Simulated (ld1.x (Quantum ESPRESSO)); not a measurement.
**Building the TM potential for lanthanum (LDA (PZ), scalar-relativistic).**

ld1.x (Quantum ESPRESSO) 7.5 input, shortened:

```
&input
   title='La', zed=57., rel=1, dft='PZ', iswitch=3,
   config='[Xe] 4f0 5d1 6s0 6p0'
 /
 &inputp
   pseudotype=2, tm=.true., lloc=0,
   nlcc=.true., rcore=0.50
 /
4
5P  2  1   6.00   0.00  2.40  2.40  0.0
5D  3  2   1.00   0.00  3.10  3.10  0.0
4F  4  3   0.00   0.00  0.90  0.90  0.0
5S  1  0   2.00   0.00  1.60  1.60  0.0
 &test
   configts(1)='4f0 5s2 5p6 5d1 6s0 6p0'
 /
```

Poles of the logarithmic derivatives, all-electron (AE) and pseudo (PS). s: poles at -3.8, 0.9 (AE) and -3.8, 0.8 (PS) Ry. p: poles at -2.5, 1.9 (AE) and -2.5, 1.7 (PS) Ry. d: poles at -0.6, 3.7 (AE) and -0.6, 3.5 (PS) Ry. f: poles at -1.2, 1.6 (AE) and -1.2, 1.8 (PS) Ry. Test radius 3.36 bohr.

- Cutoffs needed: 45 Ry and 90 Ry (the cutoffs (Ry, on a coarse ladder) from which the occupation-weighted sum of valence levels, in a spherical-Bessel basis at the reference potential, stays within 10 and 1 mRy of its value at 400 Ry) The cutoffs count occupied waves only; the empty 4f level needs 300 Ry at the loose tolerance.
- Ghost test: no extra level below or beside the all-electron valence levels (p, d, f, s tested) (spherical-Bessel basis up to 400 Ry, 20 bohr box)
- Largest excitation error: +153 meV (all-electron minus pseudo) for 4f0 5s2 5p6 5d0 6s2 6p0, out of 7 test configurations
